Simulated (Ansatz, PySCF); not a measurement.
BF₂, SMILES F[B+]F, charge +1. Atoms are numbered in the order given.

```xyz
3

B      0.0000     0.0000     0.0000
F      0.0000     0.0000    -1.2264
F      0.0000     0.0000     1.2264
```
Charge +1, spin multiplicity 1.

The structure is a stationary point at PBE0-D3(BJ)/def2-TZVP.

Two levels are set side by side: PBE-D3(BJ)/def2-TZVP (Ansatz, a first-principles code) and PBE0-D3(BJ)/def2-TZVP (Ansatz). Each level has its own optimised geometry; the coordinates shown are those of the second. Frequencies come from the Hessian of PySCF at each geometry. Differences are taken from unrounded values.

| quantity | PBE0-D3(BJ) |
|---|---|
| mean bond length (Å) | 1.226 |
| bond B1–F2 (Å) | 1.226 |
| bond B1–F3 (Å) | 1.226 |
| highest harmonic wavenumber (cm⁻¹) | 2100 |
| mean harmonic wavenumber (cm⁻¹) | 1014 |
| zero-point energy (kcal/mol) | 5.80 |

Q: What does PBE-D3(BJ) give, and how far is it from PBE0-D3(BJ)? (Estimate from the structure and the level; the computed values follow.)

A: 
```tsv
quantity	PBE-D3(BJ)	PBE-D3(BJ) minus PBE0-D3(BJ)
mean bond length (Å)	1.239	0.012
bond B1–F2 (Å)	1.239	0.012
bond B1–F3 (Å)	1.239	0.012
highest harmonic wavenumber (cm⁻¹)	2030	-70
mean harmonic wavenumber (cm⁻¹)	980	-34
zero-point energy (kcal/mol)	5.60	-0.19
```

Exact exchange shortens and stiffens bonds; PBE has none. Differences between two approximate levels are no errors against the true value.
